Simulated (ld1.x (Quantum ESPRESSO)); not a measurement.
## La, TM: configuration errors across variants

La, norm-conserving Troullier–Martins (Kleinman–Bylander form), made with ld1.x (Quantum ESPRESSO) 7.5 (LDA (PZ), scalar-relativistic). Core [Kr] 4d10 5s2, reference 4f0 5p6 5d1 6s2 6p0. Waves: 6s (bound): rc 3.00 bohr; 5p (bound): rc 2.70 bohr; 5d (bound): rc 3.95 bohr; 4f (bound, empty): rc 1.00 bohr. Local part: all-electron potential smoothed inside 1.90 bohr (lloc = -1). Core correction: a·sin(br)/r model core inside 0.80 bohr.

All-electron excitation energies from the reference (eV): (1) 4f0 5p6 5d1 6s1 6p0 6.163; (2) 4f0 5p6 5d1 6s0 6p0 17.315; (3) 4f0 5p6 5d0 6s0 6p0 36.416; (4) 4f0 5p6 5d0 6s2 6p1 2.380; (5) 4f0 5p6 5d1 6s1 6p1 2.460; (6) 4f0 5p6 5d1 6s0 6p2 5.048; (7) 4f0 5p6 5d1 6s2 6p0 spin -0.097; (8) 4f0 5p6 5d1 6s1 6p0 spin 5.737.

Spin tests fill each open shell by Hund’s rule, majority spin first.

Tests that are not counted but printed errors over 1 eV. “base”: 4f0 5p5 5d1 6s2 6p0 (solver errors, printed error -467 eV). “wave 5p (bound): rc 2.70 bohr becomes 5p (bound): rc 1.76 bohr”: 4f0 5p6 5d0 6s2 6p1 (solver errors, printed error -29.7 eV); 4f0 5p5 5d1 6s2 6p0 (solver errors, printed error -26.7 eV); 2 more. “wave 5p (bound): rc 2.70 bohr becomes 5p (bound): rc 2.16 bohr”: 4f0 5p5 5d1 6s2 6p0 (solver errors, printed error -26.7 eV). “wave 5p (bound): rc 2.70 bohr becomes 5p (bound): rc 2.60 bohr”: 4f0 5p5 5d1 6s2 6p0 (solver errors, printed error -322 eV). “wave 5p (bound): rc 2.70 bohr becomes 5p (bound): rc 2.94 bohr”: 4f0 5p5 5d1 6s2 6p0 (solver errors, printed error -314 eV).

A true bound ghost makes a file unfit for plane-wave use even where its test errors are small: the radial tests pick states by their node count and pass the ghost by. Where a test does run into it, the solver fails or the error is huge.

Errors AE − PS in meV (a dash: test not solved or not reliable):

| change | (1) | (2) | (3) | (4) | (5) | (6) | (7) | (8) | bound ghosts |
| --- | --- | --- | --- | --- | --- | --- | --- | --- | --- |
| base | +5.2 | -6.6 | +36 | +126 | +61 | +136 | +3.3 | +15 | s |
| wave 5p (bound): rc 2.70 bohr becomes 5p (bound): rc 1.76 bohr | +5.2 | -6.6 | +33 | – | – | – | +2.7 | +14 | s |
| wave 5p (bound): rc 2.70 bohr becomes 5p (bound): rc 2.16 bohr | +5.2 | -6.6 | +34 | +86 | +33 | +71 | +2.8 | +15 | s |
| wave 5p (bound): rc 2.70 bohr becomes 5p (bound): rc 2.60 bohr | +5.2 | -6.6 | +35 | +120 | +57 | +126 | +3.3 | +15 | s |
| wave 5p (bound): rc 2.70 bohr becomes 5p (bound): rc 2.94 bohr | +5.2 | -6.6 | +38 | +149 | +78 | +174 | +3.7 | +16 | s |
| wave 5p (bound): rc 2.70 bohr becomes 5p (bound): rc 3.66 bohr | +5.1 | -6.7 | +38 | +153 | +81 | +180 | +3.7 | +16 | s |
| wave 5p (bound): rc 2.70 bohr becomes 5p (bound): rc 3.96 bohr | +5.1 | -7.1 | +33 | +118 | +56 | +123 | +3.2 | +15 | s |

Give the same row for: wave 5p (bound): rc 2.70 bohr becomes 5p (bound): rc 3.20 bohr.

+5.2, -6.6, +39, +163, +88, +196, +3.9, +16; bound ghosts: s. Not counted: 4f0 5p5 5d1 6s2 6p0 (solver errors, printed error -26.7 eV).
